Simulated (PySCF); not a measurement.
C7H10.
SMILES with atom numbers: `[CH2:1]=[C:2]1[CH2:3][CH2:4]/[C:5]1=[CH:6]\[CH3:7]`

Structure used (PBE0-D3(BJ)/def2-SVP), in Å, numbered top down from 1:
```xyz
17
C7H10 angstrom
C     -1.388   -1.696    0.521
C     -0.844   -0.477    0.572
C     -1.202    0.806    1.304
C      0.036    1.482    0.653
C      0.332    0.165   -0.047
C      1.285   -0.245   -0.894
C      2.404    0.602   -1.396
H     -0.948   -2.489   -0.091
H     -2.290   -1.939    1.088
H     -2.172    1.240    1.017
H     -1.168    0.732    2.402
H      0.810    1.813    1.364
H     -0.195    2.323   -0.019
H      1.244   -1.282   -1.246
H      3.384    0.172   -1.125
H      2.391    0.671   -2.497
H      2.358    1.623   -0.991
```

Definitions: NICS(0) = −σiso at the ring centroid; NICS(1) = −σiso and NICS(1)zz = −σzz at ±1 Å along the ring normal z. Level: GIAO CAM-B3LYP/pcSseg-1 (PySCF, non-relativistic, gas phase) on the PBE0-D3(BJ)/def2-SVP geometry, one conformer.

Ring bond lengths (Å): C2–C3 1.520, C3–C4 1.554, C4–C5 1.520, C5–C2 1.476.

**Question.** What do the NICS probes read (ppm)?

**Answer.** 
```csv
ring,type,NICS(0),"NICS(1), two faces","NICS(1)zz, two faces",rms pucker (Å),"centre to ring atoms, mean (Å)"
C2–C3–C4–C5,4-membered carbocycle; formal bonds all single,4.4,-1.1 / -1.1,1.6 / 1.6,0.00,1.07
```

**Question.** What do they say, and how far can they be read as aromaticity?

**Answer.** 
- C2–C3–C4–C5: mean NICS(1)zz 1.6 ppm, near zero. C3, C4 have four or more neighbours; no verdict on aromaticity is drawn. NICS(0) lies 6 ppm above the mean NICS(1).

**Question.** What are the shieldings of the ring atoms and their hydrogens in the same run (means over atoms taken as equivalent)?

**Answer.** 
```json
{"atoms": "C2", "environment": "fully substituted alkene carbon", "σ isotropic (ppm)": "22.7", "principal values of the symmetric part, first atom (ppm)": "-93.1, 30.4, 130.6"}
{"atoms": "C3", "environment": "allylic carbon", "σ isotropic (ppm)": "154.3", "principal values of the symmetric part, first atom (ppm)": "146.4, 147.2, 169.2"}
{"atoms": "C4", "environment": "allylic carbon", "σ isotropic (ppm)": "156.7", "principal values of the symmetric part, first atom (ppm)": "148.1, 153.1, 168.8"}
{"atoms": "C5", "environment": "fully substituted alkene carbon", "σ isotropic (ppm)": "32.4", "principal values of the symmetric part, first atom (ppm)": "-74.3, 48.8, 122.9"}
{"atoms": "H10 (×2)", "environment": "methylene hydrogen", "σ isotropic (ppm)": "28.84", "principal values of the symmetric part, first atom (ppm)": "25.6, 27.4, 33.6"}
{"atoms": "H12 (×2)", "environment": "methylene hydrogen", "σ isotropic (ppm)": "28.85", "principal values of the symmetric part, first atom (ppm)": "25.2, 28.1, 33.3"}
```

**Question.** How do the values depend on the level or the medium?

**Answer.** 
| level | NICS(0), C2–C3–C4–C5 | mean NICS(1)zz, C2–C3–C4–C5 |
| --- | --- | --- |
| CAM-B3LYP/pcSseg-1, gas | 4.4 | 1.6 |
| PBE0/pcSseg-1, gas | 4.1 | 1.7 |

The geometry is the same throughout.
